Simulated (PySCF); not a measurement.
Computed properties of C₂H₆ClFSi₂, SMILES F[SiH2]/C=C(/[SiH3])Cl

C₂H₆ClFSi₂, SMILES F[SiH2]/C=C(/[SiH3])Cl. Geometry: B3LYP-D3(BJ)/def2-SVP. The structure was generated by enumeration; whether it is a known compound was not checked. Other conformers were not sampled. All values are computed for the isolated molecule unless a solvent is named; none is compared with measurement here.

**Structure.** The optimised structure has Cs symmetry. All 30 harmonic modes at B3LYP-D3(BJ)/def2-SVP (PySCF) are real, so it is a minimum. With heavy atoms numbered as in [F:1][SiH2:2]/[CH:3]=[C:4](/[SiH3:5])[Cl:6], the shortest bond between them is C3–C4 at 1.340 Å and the longest C4–Si5 at 1.887 Å.

**Vibrations.** The strongest infrared lines (harmonic, unscaled, degenerate partners summed) lie at 917 cm⁻¹ (593 km/mol, H 71 %, Si 14 %, C 11 %), 975 cm⁻¹ (163 km/mol, H 75 %, Si 12 %, C 10 %), 2259 cm⁻¹ (127 km/mol, H 95 %). The softest mode is at 65 cm⁻¹ and the zero-point energy is 43.0 kcal/mol.

**Electronic structure.** M06-2X/def2-TZVP (PySCF) places the frontier levels at -9.15 and -0.60 eV, a gap of 8.55 eV, and gives a dipole moment of 1.54 D and a mean polarisability of 86.9 bohr³. PBE/def2-TZVP (PySCF) at the same geometry gives -6.83 and -2.40 eV, so its gap is 4.12 eV narrower. An orbital gap is neither the optical nor the fundamental gap.

**Excitations.** TDA-B3LYP/def2-SVPD (PySCF) has S1 at 5.74 eV (216 nm, f = 0.000, dark); the most intense of the 10 singlets computed lies at 6.07 eV (f = 0.30). T1 (TDA) is at 3.79 eV, 1.95 eV under S1. TDA-PBE/def2-SVPD (PySCF) puts S1 at 5.26 eV. No vertical singlet excitation falls in the visible range (under 3.1 eV).

**NMR.** GIAO shifts at PBE0/pcSseg-1 (PySCF) (non-relativistic, atoms alike by connectivity averaged): ¹³C from 152.8 to 168.6 ppm against TMS; ¹H from 4.5 to 7.1 ppm against TMS; ²⁹Si from -60.4 to -10.2 ppm against TMS; ¹⁹F at -233.1 ppm against CFCl3. Without spin–orbit terms, shifts of atoms bonded to Cl or Br come out too high.

**Solvation.** SMD-PBE0/6-31G* (PySCF) gives 2.4 kcal/mol in water, -2.0 kcal/mol in tetrahydrofuran, -2.0 kcal/mol in 1-octanol (1 M in both phases, gas-phase geometry); of these solvents tetrahydrofuran holds the molecule best.
